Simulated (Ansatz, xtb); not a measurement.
## Two isomers of C6H6BF

Structure a is `Bc1ccccc1F`, a singlet and structure b is `C=C1C=CC(BF)=C1`, a singlet. Both are isolated molecules in the gas phase, relaxed with PBE0-D3(BJ)/def2-SVP; the shapes shown needn't be the lowest conformers.

a (Å):

```yaml
atoms:
  - { symbol: C, position_ang: [-0.6589, -0.3492, 0.9818] }
  - { symbol: C, position_ang: [-1.4902, -0.1178, -0.1357] }
  - { symbol: C, position_ang: [-1.4105, 1.0473, -0.8876] }
  - { symbol: C, position_ang: [-0.4797, 2.0271, -0.5328] }
  - { symbol: C, position_ang: [0.3622, 1.8444, 0.5616] }
  - { symbol: C, position_ang: [0.2594, 0.6686, 1.2948] }
  - { symbol: B, position_ang: [-0.7711, -1.6513, 1.7955] }
  - { symbol: F, position_ang: [1.0725, 0.5175, 2.3333] }
  - { symbol: H, position_ang: [-0.0696, -1.8667, 2.7518] }
  - { symbol: H, position_ang: [-1.5895, -2.4750, 1.4570] }
  - { symbol: H, position_ang: [-2.2150, -0.8906, -0.4048] }
  - { symbol: H, position_ang: [-2.0666, 1.1989, -1.7470] }
  - { symbol: H, position_ang: [-0.4066, 2.9486, -1.1159] }
  - { symbol: H, position_ang: [1.0961, 2.5964, 0.8563] }
```

b (Å):

```xyz
14

C    -0.7448   -1.2533    2.4445
C    -0.6165   -0.5267    1.3188
C    -0.2139   -0.9923   -0.0142
C    -0.2197    0.0744   -0.8461
C    -0.6247    1.2876   -0.1027
C    -0.8590    0.9138    1.1909
B    -0.7756    2.7274   -0.6212
F    -0.5293    3.0074   -1.8967
H    -0.5440   -2.3281    2.4549
H    -1.0546   -0.7890    3.3846
H     0.0391   -2.0238   -0.2586
H     0.0319    0.0673   -1.9075
H    -1.1172    3.6444    0.0940
H    -1.1749    1.5636    2.0084
```

Quicker runs give these differences E(b) − E(a): GFN2-xTB −7.7 kJ/mol; HF/STO-3G −1.5 kJ/mol (at GFN2-xTB geometries); r2SCAN-D4/def2-SVP −61.5 kJ/mol (at GFN2-xTB geometries).

**Question.** Estimate E(b) − E(a) at the level CCSD(T)/def2-SVP + ΔMP2/def2-TZVPP.

**Answer.** Calculated at CCSD(T)/def2-SVP + ΔMP2/def2-TZVPP: E(b) − E(a) = −86.6 kJ/mol, so structure b lies lower.

How the difference moves with the method:

```tsv
level	geometry	E(b) − E(a) (kJ/mol)	departure from the last row (kJ/mol)	job, with rough time for the two
GFN2-xTB	GFN2-xTB	−7.7	+79.0	optimisation, 0.12 s
HF/STO-3G	GFN2-xTB	−1.5	+85.1	single point, 0.38 s
r2SCAN-D4/def2-SVP	GFN2-xTB	−61.5	+25.2	single point, 4.1 s
PBE0-D3(BJ)/def2-SVP	PBE0-D3(BJ)/def2-SVP	−61.1	+25.5	optimisation, 32 s
HF/def2-SVP	PBE0-D3(BJ)/def2-SVP	−68.9	+17.7	part of the CCSD(T) run
MP2/def2-SVP	PBE0-D3(BJ)/def2-SVP	−78.8	+7.8	part of the CCSD(T) run
CCSD(T)/def2-SVP	PBE0-D3(BJ)/def2-SVP	−87.4	−0.8	single point
CCSD(T)/def2-SVP + ΔMP2/def2-TZVPP	PBE0-D3(BJ)/def2-SVP	−86.6		single point, 86 s
```

As drawn, b has 3 C=C, 3 C–C, 1 B–F, 1 C–H in place of 6 C∷C, 1 C–F, 1 B–H (∷ is an aromatic bond). Structure a has a 6-membered ring (with an aromatic ring), b a 5-membered ring.

HF/STO-3G finds them nearly level. The largest departure from CCSD(T)/def2-SVP + ΔMP2/def2-TZVPP is that of HF/STO-3G, 85.1 kJ/mol. The last row adds to CCSD(T) the change of the MP2 difference between the two basis sets, here +0.8 kJ/mol.

With thermal terms from frequencies at re-optimised GFN2-xTB minima (ideal gas, soft modes damped towards free rotors, one conformer each, 298.15 K, 1 atm): on the last row, ΔE + ΔZPE = −85.2, ΔH = −84.2, ΔG = −87.6 kJ/mol.

The correlated steps freeze 8 core orbitals. Programs: Ansatz 0.2.0, xtb 6.7.1; the last row on 4 threads of Arm Neoverse V1 on a shared host.
